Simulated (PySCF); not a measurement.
A calculated (UHF, PySCF 2.14, x2c-QZVPPall, the spin-free X2C one-electron Hamiltonian (Gaussian nucleus)) atom or ion has these occupied shells.

```csv
shell,electrons,orbital energy (eV),"rms radius, mean of both spins (bohr)"
1s β,1,-22231.3,0.0384
1s α,1,-22231.3,0.0384
2s α,1,-3273.3,0.158
2s β,1,-3272.9,0.158
2p α,3,-2925.7,0.140
2p β,3,-2925.2,0.140
3s α,1,-607.94,0.428
3s β,1,-607.72,0.428
3p α,3,-490.47,0.432
3p β,3,-490.19,0.432
3d α,5,-301.43,0.418
3d β,5,-300.76,0.418
4s α,1,-91.811,1.10
4s β,1,-88.920,1.10
4p α,3,-57.315,1.23
4p β,3,-53.506,1.23
4d α,5,-8.086,1.99
4d β,3,-6.478,1.99
```

Question: Name the element and its charge.

Answer: Ru (ruthenium, neutral), in [Kr] 4d8, high-spin 3F determinant (an excited configuration).
